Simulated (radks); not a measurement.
Values are calculated unless marked as measured or tabulated.
Q: Spin polarisation of the 3p2 shell in S2+. Start: [Ne] 3s2 3p(up 1, down 1); electrons of 3p are moved from spin down to spin up, other shells keep equal spins. Code: a radial shooting solver on a logarithmic mesh with Libxc functionals. Model: scalar-relativistic Kohn-Sham, r2SCAN, spin-polarised, spherical densities, finite nucleus; meta-GGA in the generalised Kohn-Sham scheme; Fermi nuclear charge, rms radius of each element as measured or else 0.836 A^(1/3) + 0.57 fm. Estimate the energy gained and the exchange splitting at a moment of 2 Bohr magnetons.

A: At moment 2 the spin-polarisation energy is -1.687 eV and the 3p exchange splitting 3.438 eV, that is 1.719 eV per Bohr magneton; E = -I m^2/4 would give I = 1.687 eV.
